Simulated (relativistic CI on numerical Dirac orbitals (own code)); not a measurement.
## d1 to d9 in one octahedral field

Computed with a parametric ligand-field model without spin-orbit coupling, by exact diagonalisation: B = 550, C = 2590, 10Dq = 19700 cm⁻¹ (Oh; |10Dq|/B = 35.8) for every shell. Energies in cm⁻¹; the field energy is (0.6 n_e − 0.4 n_t2) × 10Dq of the ground term; g labels are left out.

```
Shell  Ground term  Electrons in e  Field energy  First spin-allowed bands  Lowest term of other spin
   d1          2T2           0.000         -7880                  2E 19700                           
   d2          3T1           0.017        -15425      3T2 18484, 3T1 25518                   1T2 8726
   d3          4A2           0.000        -23640      4T2 19700, 4T1 25595                   2E 11983
   d4          3T1           0.029        -30954       3E 17399, 3T1 18074                    5E 4246
   d5          2T2           0.051        -38388      2A2 16723, 2T1 16905                   6A1 6820
   d6            ?               ?             ?                         ?                          ?
   d7           2E           1.029        -34896      2T1 17839, 2T2 18447                   4T1 7505
   d8          3A2           2.000        -23640      3T2 19700, 3T1 25595                    1E 9489
   d9           2E           3.000        -11820                 2T2 19700
```

Q: Fill in the row of d6.

A: Ground term: 1A1; Electrons in e: 0.040; Field energy: -46487; First spin-allowed bands: 1T1 17979, 1T2 25331; Lowest term of other spin: 3T1 12471. Low spin: d4, d5, d6, d7; the other shells keep the spin of the free ion. Only d4 to d7 can choose; the field needed to pair spins is smallest for d6 and largest for d5, which loses most exchange energy. In the strong-field picture 10Dq must exceed about 6B + 5C = 16250 (d4), 7.5B + 5C = 17075 (d5), 2.5B + 4C = 11735 (d6) and 4B + 4C = 12560 (d7); mixing of terms shifts these bounds somewhat.
